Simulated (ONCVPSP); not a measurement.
**u(r) = r·R(r): atom against pseudo-atom (rhodium (Rh))**

Columns: radius, all-electron u(r) and pseudo u(r) of the 4p shell (level -48.86 eV) of rhodium in the configuration [Ar] 3d10 4s2 4p6 4d8.5 5s0.5; PBE, scalar-relativistic, ONCV scheme, ONCVPSP 4.0.1.

| r (bohr) | all-electron | pseudo |
| --- | --- | --- |
| 0.098 | 0.3144 | 0.0152 |
| 0.195 | -0.3247 | 0.0645 |
| 0.292 | -0.5846 | 0.1574 |
| 0.390 | -0.3550 | 0.3000 |
| 0.488 | 0.0714 | 0.4826 |
| 0.585 | 0.4810 | 0.6791 |
| 0.682 | 0.7916 | 0.8598 |
| 0.780 | 0.9875 | 0.9972 |
| 0.878 | 1.0796 | 1.0733 |
| 0.975 | 1.0925 | 1.0870 |
| 1.072 | 1.0528 | 1.0506 |
| 1.170 | 0.9799 | 0.9795 |
| 1.268 | 0.8901 | 0.8900 |
| 1.365 | 0.7951 | 0.7950 |
| 1.463 | 0.7001 | 0.7000 |
| 1.560 | 0.6110 | 0.6109 |
| 1.658 | 0.5283 | 0.5282 |
| 1.755 | 0.4547 | 0.4546 |
| 1.852 | 0.3894 | 0.3894 |
| 1.950 | 0.3317 | 0.3316 |
| 2.047 | 0.2821 | 0.2820 |
| 2.145 | 0.2389 | 0.2388 |
| 2.242 | 0.2022 | 0.2021 |
| 2.340 | 0.1705 | 0.1705 |
| 2.438 | 0.1435 | 0.1435 |
| 2.535 | 0.1209 | 0.1209 |

**Question.** How many radial nodes do the two functions have?

**Answer.** The all-electron 4p function has n − l − 1 = 2; the pseudo-wave has 0, since the states of the same l below it are removed with the core.

**Question.** At about which radius was the pseudo-wave matched?

**Answer.** 1.30 bohr. The columns agree to 0.0005 from 1.17 bohr on; several derivatives are matched, so the curves merge somewhat inside the radius.

**Question.** Is the pseudo-wave norm-conserving?

**Answer.** Yes: the ONCV scheme keeps the norm inside the radius equal to the all-electron one, which fixes the energy derivative of the logarithmic derivative at the level.
